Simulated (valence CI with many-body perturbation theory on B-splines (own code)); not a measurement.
# Ge: electric-dipole lines

Level of theory: relativistic CI+MBPT: four valence electrons over a frozen Dirac-Fock core [Ar] 3d10, a basis of 11 s, 11 p, 9 d, 7 f, 5 g, 2 h, 1 i functions for each j, with the one-electron correlation potential Σ1 (screened to all orders), the two-electron term Σ2, the three-electron term Σ3, Breit, model QED; selected single and double excitations, second order for the rest, scaled by the run's own slope (own B-spline code, finite nucleus).

Set against measurement, 31 paired levels are off by 127 cm⁻¹ on average, the worst by 262. These come from a selection out of the NIST Handbook of Basic Atomic Spectroscopic Data. Levels without a partner in it may be off by more. Among the levels kept, up to 650 cm⁻¹ of a level comes from second order outside the variational space, and about a tenth of that is noise between levels of different J, which matters for small intervals.

Lines 1 to 50 of 243 in falling wavelength, among levels below 58484 cm⁻¹, chosen from the strongest by gf and those to the six lowest levels. Wavelengths and rates use the calculated energies, so an error of 100 cm⁻¹ moves a line at 48860 Å by 4.9 % and its rate by three times that or more. Electric multipoles are in the length gauge, E1 and E2 with the static RPA response of the core. Weak lines are less certain than strong ones. Lines between different terms over intervals too small for the method are left out, as are lines whose strength nearly cancels. Where a level lies close to another of its J and parity, the split of strength between their lines is uncertain. The highest levels of a list are the least certain.

Names give the largest LS component (configuration and term), which can be under half, so a name can repeat, a term be missing and a line seem to break the LS rules; names also repeat where a configuration has a term twice. Letters in brackets count levels of one name in rising energy.

```tsv
λ vac (Å)	λ from measured levels	Upper	Lower	A (s⁻¹)	S (a.u.) with core polarisation	S without
48890		4s²4p6p ³D_1	4s²4p4d ¹P°_1	2.44e+05	4.22e+01	4.22e+01
48860	47240	4s²4p4d ³D°_2	4s²4p5p ³D_1	2.51e+05	7.22e+01	7.21e+01
46650	45060	4s²4p4d ³F°_3	4s²4p5p ³D_3	1.30e+05	4.57e+01	4.56e+01
45740		4s²4p5d ³P°_1	4s²4p6p ³P_1	1.92e+05	2.72e+01	2.72e+01
44820	43290	4s²4p4d ³D°_3	4s²4p5p ³D_2	4.08e+05	1.27e+02	1.27e+02
44490		4s²4p7s ³P°_0	4s²4p6p ³D_1	1.07e+06	4.63e+01	4.63e+01
43960		4s²4p7s ³P°_1	4s²4p6p ³D_1	6.09e+05	7.65e+01	7.65e+01
43180	42340	4s²4p4d ³P°_2	4s²4p5p ³S_1	2.30e+05	4.57e+01	4.57e+01
42080		4s²4p6p ³D_2	4s²4p4d ¹P°_1	2.67e+05	4.91e+01	4.91e+01
41210	40090	4s²4p4d ¹D°_2	4s²4p5p ¹P_1	4.01e+05	6.92e+01	6.91e+01
40290		4s²4p5d ³P°_1	4s²4p6p ³D_1	5.45e+05	5.28e+01	5.28e+01
40140		4s²4p6p ¹P_1	4s²4p6s ¹P°_1	2.01e+06	1.92e+02	1.92e+02
38620	38040	4s²4p4d ³P°_1	4s²4p5p ³S_1	6.02e+05	5.13e+01	5.13e+01
38150	37280	4s²4p4d ³F°_4	4s²4p5p ³D_3	8.96e+05	2.21e+02	2.21e+02
37750		4s²4p4f ³F_2 [a]	4s²4p6s ¹P°_1	1.77e+05	2.35e+01	2.35e+01
37620	36880	4s²4p4d ³P°_2	4s²4p5p ³P_2	3.01e+05	3.96e+01	3.95e+01
36720		4s²4p7p ³D_1	4s²4p5d ³F°_2 [a]	3.54e+05	2.59e+01	2.59e+01
36350		4s²4p6p ³D_1	4s²4p6s ³P°_0	8.07e+05	5.74e+01	5.74e+01
36340		4s²4p6p ³P_2	4s²4p6s ¹P°_1	2.25e+05	2.67e+01	2.67e+01
36290		4s²4p6p ³D_1	4s²4p6s ³P°_1	1.51e+06	1.07e+02	1.07e+02
36030		4s²4p4f ³F_4	4s²4p5d ³D°_3	6.72e+05	1.40e+02	1.40e+02
35230		4s²4p6p ³D_3	4s²4p6s ³P°_2	2.18e+06	3.30e+02	3.30e+02
35190		4s²4p4f ³D_3 [b]	4s²4p5d ³D°_3	2.81e+05	4.23e+01	4.23e+01
35120	34460	4s²4p4d ³P°_0	4s²4p5p ³S_1	1.22e+06	2.61e+01	2.61e+01
34820		4s²4p5d ¹F°_3	4s²4p6p ³D_2	3.33e+05	4.86e+01	4.86e+01
34750		4s²4p4f ³D_3 [a]	4s²4p6s ³P°_2	7.78e+05	1.13e+02	1.13e+02
34530		4s²4p4f ¹G_4	4s²4p5d ³D°_3	2.00e+05	3.66e+01	3.66e+01
34240	33980	4s²4p4d ¹F°_3	4s²4p5p ¹D_2	1.65e+06	2.28e+02	2.28e+02
33450		4s²4p6p ³P_2	4s²4p6s ³P°_2	3.07e+06	2.84e+02	2.84e+02
32820		4s²4p6p ³P_1	4s²4p6s ³P°_0	2.41e+06	1.26e+02	1.26e+02
32770		4s²4p6p ³P_1	4s²4p6s ³P°_1	7.45e+05	3.88e+01	3.88e+01
32710		4s²4p6p ¹D_2	4s²4p6s ¹P°_1	2.67e+06	2.31e+02	2.31e+02
32400		4s²4p6p ³D_2	4s²4p6s ³P°_1	2.98e+06	2.50e+02	2.50e+02
32120		4s²4p4f ³F_2 [b]	4s²4p5d ³D°_1	7.18e+05	5.87e+01	5.87e+01
32040		4s²4p6p ³S_1	4s²4p6s ³P°_2	3.39e+06	1.65e+02	1.65e+02
31710		4s²4p5d ¹P°_1	4s²4p6p ³D_1	4.81e+05	2.27e+01	2.27e+01
31350		4s²4p4f ³D_3 [b]	4s²4p5d ³D°_2	1.84e+05	1.96e+01	1.96e+01
30920	30270	4s²4p4d ³F°_2	4s²4p5p ³D_1	2.86e+05	2.08e+01	2.08e+01
30350		4s²4p6p ¹D_2	4s²4p6s ³P°_2	3.60e+05	2.49e+01	2.49e+01
30270	29860	4s²4p4d ³P°_2	4s²4p5p ³P_1	4.24e+05	2.90e+01	2.90e+01
30160		4s²4p6p ³P_0	4s²4p6s ³P°_1	3.29e+06	4.46e+01	4.46e+01
29700		4s²4p6d ³D°_2	4s²4p6p ³P_1	1.42e+06	9.19e+01	9.19e+01
29340	28660	4s²4p4d ³F°_3	4s²4p5p ³D_2	5.22e+05	4.56e+01	4.56e+01
28710		4s²4p6p ¹S_0	4s²4p6s ¹P°_1	2.16e+06	2.53e+01	2.53e+01
26010	25870	4s²4p4d ¹F°_3	4s²4p5p ³P_2	3.38e+05	2.06e+01	2.06e+01
25340		4s²4p4f ³F_2 [a]	4s²4p4d ¹P°_1	9.71e+05	3.90e+01	3.90e+01
24790		4s²4p6s ³P°_1	4s²4p5p ³P_1	6.63e+05	1.50e+01	1.49e+01
23900		4s²4p4f ³G_4	4s²4p4d ¹F°_3	1.79e+06	1.09e+02	1.09e+02
22960		4s²4p6p ¹D_2	4s²4p4d ¹P°_1	6.21e+05	1.86e+01	1.86e+01
22350		4s²4p6s ¹P°_1	4s²4p5p ¹D_2	4.21e+06	6.96e+01	6.95e+01
```
